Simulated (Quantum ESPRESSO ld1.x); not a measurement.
Cr18+, 6 electrons, occupied as [He] 2s1 2p2 3d1 (not the ground configuration).

Method: scalar-relativistic Kohn-Sham, PBEsol, spin-unpolarised, spherical densities, point nucleus; computed with ld1.x of Quantum ESPRESSO 7.5.

Energy parts (eV):
| part | energy |
|---|---|
| total | -20688.6 |
| kinetic | 20954.4 |
| electron-nucleus | -43446.9 |
| Hartree | 2409.9 |
| exchange-correlation | -606.0 |

Orbitals (lengths in bohr, moments of r in powers of bohr; <r^-3> diverges for s and p1/2; r(90%) holds 90 % of the orbital's charge):
| orbital | occ. | eigenvalue (eV) | <r> | <r^-3> | r(90%) | <r^2> |
|---|---|---|---|---|---|---|
| 1s | 2 | -6865.478 | 0.06325 | - | 0.113 | 0.005370 |
| 2s | 1 | -1443.590 | 0.2696 | - | 0.413 | 0.08512 |
| 2p | 2 | -1372.614 | 0.2323 | 451.5 | 0.375 | 0.06530 |
| 3d | 1 | -538.288 | 0.5327 | 19.93 | 0.808 | 0.3262 |

The highest occupied level is 3d at -538.29 eV. The density falls to 0.001 e/bohr^3 at r = 1.29 bohr. Summed over all electrons, <r^2> = 0.5526 bohr^2, which gives a Langevin (diamagnetic) susceptibility term of -0.438 x 10^-6 cm^3/mol.
